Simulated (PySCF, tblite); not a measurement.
Bond stretch in SMILES O=[SiH2]. The O1–Si2 bond (O1 also carries nothing else; Si2 carries H, H) is varied alone, starting from the PBE0/def2-TZVP optimised geometry.

GFN2-xTB, 300 K electronic temperature (tblite); UCCSD(T) = CCSD(T) on UHF/cc-pVDZ, 6 core orbitals frozen run with PySCF.

Energies relative to the lowest point of each curve near equilibrium, in eV; the last columns give the difference from UCCSD(T):

```tsv
R / Å	GFN2-xTB	UCCSD(T)	GFN2-xTB − UCCSD(T)
1.13	16.160	11.198	4.963
1.22	6.831	5.705	1.126
1.29	3.089	3.100	-0.011
1.37	0.945	1.311	-0.366
1.44	0.169	0.463	-0.294
1.45	0.114	0.383	-0.269
1.52	0.000	0.048	-0.048
1.56	0.093	0.000	0.093
1.61	0.317	0.048	0.268
1.67	0.693	0.292	0.401
1.77	1.466	0.823	0.643
1.89	2.496	1.611	0.885
2.04	3.791	2.662	1.129
2.30	5.815	4.232	1.583
2.49	7.018	5.053	1.966
2.70	8.036	5.610	2.426
3.04	9.083	5.971	3.112
3.35	9.609	6.067	3.542
3.73	9.948	6.106	3.841
4.10	—	6.115	—
4.59	—	6.124	—
5.36	—	6.131	—
```

GFN2-xTB is furthest from UCCSD(T) at 1.13 (4.963 eV, above); its mean absolute difference over the points is 1.419 eV.

A dash means that the run gave no value there, or that the column was ended at a point which the program doubted or which failed a test of continuity chosen for this set; such a test can also cut sound points.

The unrestricted solution behind UCCSD(T) changes between 2.04 and 2.30 Å, which can leave a kink. The unrestricted determinant behind UCCSD(T) is spin-contaminated at 1.67 to 5.36 Å (<S²> up to 2.0, against 0.00 for a pure singlet).
